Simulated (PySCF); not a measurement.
Precursor series W OH-NH2. Gas-phase values, no solvent. One relaxed conformer stands for each flexible species; it need not be the lowest.

Level of theory: TPSSh-D3(BJ)/def2-TZVP // PBE-D3(BJ)/def2-SVP in PySCF 2.14.0. 

| species | coordination number | charge on the central atom (Mulliken) (e) | LUMO (eV) | mean distance from the central atom to its bonded neighbours (Å) |
|---|---|---|---|---|
| 0 of 6 OH replaced by NH2 ([W(OH)6]) | … | 1.49 | … | 1.939 |
| 1 of 6 OH replaced by NH2 ([W(OH)5(NH2)]) | 6 | … | … | 1.953 |
| 3 of 6 OH replaced by NH2 ([W(OH)3(NH2)3]) | 6 | 1.37 | -2.46 | 1.983 |
| 4 of 6 OH replaced by NH2 ([W(OH)2(NH2)4]) | 6 | 1.27 | -2.35 | … |
| 5 of 6 OH replaced by NH2 ([W(OH)(NH2)5]) | 6 | 1.25 | … | 2.007 |
| 6 of 6 OH replaced by NH2 ([W(NH2)6]) | 6 | 1.41 | -1.59 | 2.015 |

Problem. Some entries are withheld; supply them.

Solution. 
- 0 of 6 OH replaced by NH2 ([W(OH)6]), coordination number: 6
- 0 of 6 OH replaced by NH2 ([W(OH)6]), LUMO (eV): -3.18
- 1 of 6 OH replaced by NH2 ([W(OH)5(NH2)]), charge on the central atom (Mulliken) (e): 1.47
- 1 of 6 OH replaced by NH2 ([W(OH)5(NH2)]), LUMO (eV): -2.87
- 4 of 6 OH replaced by NH2 ([W(OH)2(NH2)4]), mean distance from the central atom to its bonded neighbours (Å): 1.996
- 5 of 6 OH replaced by NH2 ([W(OH)(NH2)5]), LUMO (eV): -1.84
